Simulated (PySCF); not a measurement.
C3H8AlCl.

```xyz
13

Al     0.2893     0.4651     0.1577
Cl     0.1076    -1.3807     1.2016
C      1.3645     1.8604     0.9958
H      2.3985     1.5112     1.1622
H      0.9609     2.1218     1.9896
H      1.4103     2.7831     0.3946
C     -0.6337     0.6213    -1.5624
C     -1.4397    -0.5914    -2.0493
H      0.1342     0.9027    -2.3102
H     -1.2820     1.5175    -1.4960
H     -2.2368    -0.8611    -1.3379
H     -0.8035    -1.4843    -2.1591
H     -1.9188    -0.4066    -3.0257
```

The structure is a stationary point at B3LYP-D3(BJ)/def2-SVP. One conformer was computed; it need not be the lowest.

Level of theory: PBE0/pcSseg-1 in PySCF. Non-relativistic, no solvent.

Computed absolute GIAO shielding of each atom: isotropic value and principal components (ppm):
```json
[
 {"atom": "Al1", "σ(iso)": "303.7", "σ11": "197.8", "σ22": "312.6", "σ33": "400.6", "span": "202.8"},
 {"atom": "Cl2", "σ(iso)": "891.4", "σ11": "693.4", "σ22": "982.0", "σ33": "998.8", "span": "305.4"},
 {"atom": "C3", "σ(iso)": "192.1", "σ11": "187.5", "σ22": "191.1", "σ33": "197.9", "span": "10.4"},
 {"atom": "H4", "σ(iso)": "31.4", "σ11": "27.0", "σ22": "28.7", "σ33": "38.5", "span": "11.4"},
 {"atom": "H5", "σ(iso)": "31.4", "σ11": "27.0", "σ22": "28.7", "σ33": "38.5", "span": "11.4"},
 {"atom": "H6", "σ(iso)": "31.6", "σ11": "26.9", "σ22": "29.1", "σ33": "38.6", "span": "11.7"},
 {"atom": "C7", "σ(iso)": "176.9", "σ11": "160.3", "σ22": "176.6", "σ33": "193.9", "span": "33.6"},
 {"atom": "C8", "σ(iso)": "174.1", "σ11": "167.5", "σ22": "170.5", "σ33": "184.3", "span": "16.8"},
 {"atom": "H9", "σ(iso)": "31.0", "σ11": "26.4", "σ22": "29.8", "σ33": "36.7", "span": "10.3"},
 {"atom": "H10", "σ(iso)": "31.0", "σ11": "26.4", "σ22": "29.8", "σ33": "36.7", "span": "10.3"},
 {"atom": "H11", "σ(iso)": "30.2", "σ11": "25.7", "σ22": "29.0", "σ33": "35.8", "span": "10.1"},
 {"atom": "H12", "σ(iso)": "30.2", "σ11": "25.7", "σ22": "29.0", "σ33": "35.8", "span": "10.1"},
 {"atom": "H13", "σ(iso)": "30.0", "σ11": "24.6", "σ22": "27.7", "σ33": "37.8", "span": "13.2"}
]
```
